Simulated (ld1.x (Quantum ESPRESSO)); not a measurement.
## Varying the TM potential for Se

Base potential:

ld1.x (Quantum ESPRESSO) 7.5 input, shortened:

```
&input
   title='Se', zed=34., rel=1, dft='PBE', iswitch=3,
   config='[Ar] 3d10 4s1 4p5'
 /
 &inputp
   pseudotype=2, tm=.true., lloc=-1, rcloc=1.00,
   nlcc=.false.
 /
3
4S  1  0   1.00   0.00  1.45  1.45  0.0
4P  2  1   5.00   0.00  1.95  1.95  0.0
3D  3  2  10.00   0.00  0.60  0.60  0.0
 &test
   configts(1)='3d10 4s1 4p5'
 /
```

Cutoffs, loose and tight: the cutoffs (Ry, on a coarse ladder) from which the occupation-weighted sum of valence levels, in a spherical-Bessel basis at the reference potential, stays within 10 and 1 mRy of its value at 400 Ry. They do not see the model core or the augmentation charge, which bear on the density cutoff. Test errors are all-electron minus pseudo excitation energies from the reference, over the configurations 3d10 4s2 4p4; 3d10 4s2 4p3; 3d10 4s2 4p2; 3d9 4s2 4p4; 3d10 4s2 4p3.5; 3d10 4s0 4p6; 3d10 4s2 4p4.3. A dash means not determined; rows that change the core or the reference have their own tests. The largest error is taken over the tests solved by every variant that gives reliable tests at all: 3d10 4s0 4p6; 3d10 4s2 4p3; 3d10 4s2 4p3.5; 3d10 4s2 4p4; 3d10 4s2 4p4.3.

A true bound ghost makes a file unfit for plane-wave use even where its test errors are small: the radial tests pick states by their node count and pass the ghost by. Where a test does run into it, the solver fails or the error is huge.

Cutoffs are not given where the Bessel-basis levels miss the radial ones by over 6 mRy, ghosts where they miss by over 20 mRy; a channel whose overlap is not positive is not tested.

```csv
change,outcome,"cutoff, loose","cutoff, tight",bound ghosts,largest test error (meV)
base,generated,–,–,s,+5.8
local potential all-electron potential smoothed inside 0.72 bohr (lloc = -1),generated,–,–,"s, p",+1.5
"core [Ar] 3d10, valence charge 6; reference 4s1 4p5; waves now 4s (bound): rc 1.35 bohr; 4p (bound): rc 1.60 bohr; local potential all-electron potential smoothed inside 1.20 bohr (lloc = -1)",generated,40 Ry,55 Ry,s,-80
core correction a·sin(br)/r model core inside 0.60 bohr,generated,–,–,s,+3.6
"all radii scaled by about 0.74 (s 1.08, p 1.46, d 0.44 bohr); local potential all-electron potential smoothed inside 0.74 bohr (lloc = -1)",generated,–,–,"s, p",-6.9
```

(1) What comes out with this change to the base: local potential the p channel?

(2) What comes out with this change to the base: reference 3d10 4s2 4p4?

## Answers

(1) outcome: generated; bound ghosts: not determined; largest test error (meV): +3.1.

(2) outcome: generated; bound ghosts: s; largest test error (meV): +23.
